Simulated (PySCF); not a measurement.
Gas-phase reaction: K2Cl2 = 2 K + 2 Cl

Computed with PySCF and rigid-rotor harmonic-oscillator thermochemistry at 1 bar. The comparison is the NASA 1993 polynomial table, which mixes measured and estimated data. † marks an energy on the PBE0/def2-TZVP geometry and frequencies; other levels use their own. CCSD(T) freezes the core. 6-31G* has spherical d functions here. Open shells (unrestricted): K (multiplicity 2), Cl (multiplicity 2, electronic degeneracy 6); the rest are closed-shell singlets. Spin-orbit splitting is ignored; it lowers the true energy and changes the entropy of Cl. For K the outer core is correlated in a valence basis, which is rough. CCSD(T) isn't extrapolated to the basis-set limit; its ΔH°(298 K) is 926.0 kJ in def2-SVP and 974.4 kJ in def2-TZVPP. The harmonic model lacks anharmonicity and excited electronic states, which grow with temperature; levels with a mode under 35 cm⁻¹ are left out. Soft modes under 120 cm⁻¹ make the harmonic entropy rough for K2Cl2. The table's entry may be an old estimate for K2Cl2 (not checked at source).

```csv
level,"ΔH°(298 K), kJ",minus table,"ΔG°(1000 K), kJ"
table,1038.3,-,737.8
CCSD(T)/def2-TZVPP†,974.4,-63.9,669.1
HF/6-31G*,785.2,-253.1,481.2
HF/def2-TZVP†,788.1,-250.2,482.8
M06-2X/def2-TZVP†,1039.4,1.1,734.2
PBE0/def2-SVP†,999.0,-39.3,693.7
LDA/def2-TZVP†,1086.7,48.4,781.5
ωB97M-V/def2-TZVP†,1039.3,1.0,734.1
```
